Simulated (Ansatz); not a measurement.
# An elementary step

Start structure (CH$_{6}$Ge, singlet), relaxed at PBE0-D4/def2-TZVP:

Ge1  (-0.183, 0.792, 1.635)
H2  (-0.418, -0.117, -0.406)
C3  (0.547, -0.472, -0.809)
H4  (0.294, -0.882, -1.789)
H5  (-1.411, -0.223, 1.717)
H6  (-1.054, 1.811, 0.772)
H7  (0.974, -1.256, -0.188)
H8  (1.252, 0.347, -0.931)
(Å)

The step: GeH₂ + CH₄ → CH₄Ge ([CH2][GeH2]) + H₂; bonds formed: Ge1–C3, H2–H4; bonds broken: H2–C3, C3–H4. Ansatz 0.2.0; basis: def2-TZVPP and def2-QZVPP; cores frozen in the correlated methods. Filled d shells of the heavier atoms are correlated. The def2 sets are not built for correlating such inner shells, so the correlated values are less sure here. Extrapolation: Hartree–Fock as exp(−7.88 √X), correlation as X^−2.97. Energies below are by CCSD(T) at an estimated basis limit (MP2 extrapolated from triple and quadruple zeta, plus CCSD(T) − MP2 in triple zeta).

(1) What are the electronic barrier and the energy of the step, from the start structure to the end structure? (Judge from chemistry; the value comes from the calculation.)

The T1 diagnostic stays at or below 0.025. The restricted Hartree–Fock reference is unstable towards an unrestricted one at one or more of these structures. The start structure is not quite a true minimum (one mode of 89i cm⁻¹).

Results:

(1) By the calculation: Barrier 260.5 kJ/mol; step energy 89.1 kJ/mol (uphill); reverse barrier, their difference, 171.4 kJ/mol. Barrier and step energy count from the start structure, the reverse barrier from the end structure.

The saddle point: One imaginary mode of 1052i cm⁻¹.
```
  pair  start (Å)  saddle (Å)  end (Å)
Ge1–C3       2.85        1.98     1.77
 H2–H4       1.73        0.92     0.75
 H2–C3       1.10        1.26     3.00
 C3–H4       1.09        1.65     3.74
```

Zero-point energy (harmonic, PBE0-D4): ZPE is 153.2 kJ/mol at the start and 139.5 kJ/mol at the saddle, so the barrier goes from 260.5 to 246.8 kJ/mol.

Labels in which every atom is bracketed show which atoms are joined, not bond orders.

For scale, one of the runs: CCSD(T)/def2-TZVPP, 163 basis functions (an equivalent command: `ansatz run in.yaml --threads 2`). Time: 35 s of wall clock on 2 CPU threads; the host was shared. Peak host memory: 1.2 GiB.
